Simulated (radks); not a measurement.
Initial-state core-level shifts of neutral zirconium when its valence configuration changes from [Kr] 4d2 5s2. Method: Dirac Kohn-Sham, PBE, spin-unpolarised, spherical densities, finite nucleus; open shells fill j = l - 1/2 first; Fermi nuclear charge, rms radius 4.2694 fm; computed with a radial shooting solver on a logarithmic mesh with Libxc functionals. Shifts are changes of the shell-averaged eigenvalues in eV (positive: less bound); the change of the density at the nucleus, which sets a Mossbauer isomer shift, is in e/bohr^3, on a base of 7.475e+04.

| valence | 2p | 3s | 4s | 4p | density at nucleus |
|---|---|---|---|---|---|
| 4d2 5s1 5p1 | -1.171 | -1.180 | -1.181 | -1.175 | -8.286 |
| 4d1 5s1 5p2 | -5.379 | -5.330 | -5.005 | -4.784 | -4.443 |
| 4d2 5s1.5 5p0.5 | -0.598 | -0.602 | -0.603 | -0.601 | -4.012 |
| 4d3 5s1 | +2.276 | +2.251 | +2.114 | +1.979 | -10.969 |
| 4d3 5s0.5 5p0.5 | +1.738 | +1.707 | +1.559 | +1.419 | -14.823 |
| 4d4 | +3.776 | +3.747 | +3.559 | +3.331 | -19.508 |
| 4d2 5p2 | -2.261 | -2.280 | -2.277 | -2.263 | -17.494 |
| 4d1 5s2 5p1 | -4.243 | -4.188 | -3.889 | -3.687 | +5.435 |
| 5s1 5p3 | -10.257 | -10.095 | -9.213 | -8.715 | +0.428 |
